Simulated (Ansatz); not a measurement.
ClH₅OSSi₂ (`O[SiH2]S[SiH2]Cl`), relaxed with RKS PBE0-D4/def2-TZVP in Ansatz 0.2.0 from a GFN2-xTB geometry. The force threshold is 0.005 eV/Å; the program also tests the step.

Total charge 0; spin multiplicity 1.

Start:

```xyz
10

O     0.524    1.838    0.121
Si    0.529    0.836    1.378
S    -0.772   -0.886    1.016
Si   -0.521   -1.365   -1.036
Cl   -0.913    0.253   -2.218
H     0.038    1.691   -0.695
H     1.870    0.303    1.552
H    -0.083    1.458    2.535
H    -1.520   -2.376   -1.313
H     0.847   -1.754   -1.340
```

(1) By how much does the energy fall, and how many steps does the optimiser take? (Estimate.)

(2) Which bonds change most? (Estimate.)

(3) Give the relaxed structure. (Estimate.)

Results:

(1) Computed: 16.61 kJ/mol, in 20 steps, 2 of them rejected.

(2) The calculation gave: Si2–S3 from 2.189 to 2.145 Å; Si2–H8 from 1.449 to 1.483 Å; O1–Si2 from 1.608 to 1.638 Å; Si4–H9 from 1.448 to 1.477 Å.

(3) Computed: 
```xyz
10

O     0.751    1.699    0.004
Si    0.499    0.709    1.284
S    -1.123   -0.651    0.941
Si   -0.541   -1.295   -0.994
Cl   -1.186    0.007   -2.453
H    -0.011    2.099   -0.420
H     1.774   -0.017    1.465
H     0.104    1.426    2.521
H    -1.198   -2.594   -1.248
H     0.931   -1.382   -1.101
```
